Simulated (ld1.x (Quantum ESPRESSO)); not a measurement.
## u(r) = r·R(r): atom against pseudo-atom (Eu)

Columns: radius, all-electron u(r) and pseudo u(r) of the 5p shell (level -23.77 eV) of europium in the configuration [Kr] 4d10 4f7 5s2 5p6 5d0 6s2 6p0; PBE, scalar-relativistic, PAW scheme, ld1.x (Quantum ESPRESSO) 7.5.

| r (bohr) | all-electron | pseudo |
| --- | --- | --- |
| 0.220 | -0.2435 | -0.0528 |
| 0.440 | 0.4461 | -0.1975 |
| 0.660 | 0.1541 | -0.3967 |
| 0.880 | -0.4010 | -0.6010 |
| 1.100 | -0.7590 | -0.7631 |
| 1.320 | -0.8953 | -0.8511 |
| 1.540 | -0.8854 | -0.8560 |
| 1.760 | -0.7992 | -0.7911 |
| 1.980 | -0.6837 | -0.6843 |
| 2.200 | -0.5653 | -0.5659 |
| 2.420 | -0.4570 | -0.4570 |
| 2.640 | -0.3637 | -0.3637 |
| 2.860 | -0.2864 | -0.2864 |
| 3.080 | -0.2238 | -0.2238 |
| 3.300 | -0.1739 | -0.1739 |
| 3.520 | -0.1347 | -0.1347 |
| 3.740 | -0.1039 | -0.1039 |
| 3.960 | -0.0800 | -0.0800 |
| 4.180 | -0.0613 | -0.0613 |
| 4.400 | -0.0470 | -0.0470 |
| 4.620 | -0.0359 | -0.0359 |
| 4.840 | -0.0273 | -0.0273 |
| 5.060 | -0.0208 | -0.0208 |
| 5.280 | -0.0158 | -0.0158 |
| 5.500 | -0.0120 | -0.0120 |
| 5.720 | -0.0091 | -0.0091 |

**Question.** How many radial nodes do the two functions have?

**Answer.** The all-electron 5p function has n − l − 1 = 3 (the table is too coarse to show those close to the nucleus); the pseudo-wave has 0, since the states of the same l below it are removed with the core.

**Question.** At about which radius was the pseudo-wave matched?

**Answer.** 2.40 bohr, where the columns begin to agree (steps of 0.22 bohr).

**Question.** Is the pseudo-wave norm-conserving?

**Answer.** No, it belongs to a PAW set: the norm inside the radius is not constrained, and the difference is carried by the augmentation charge.
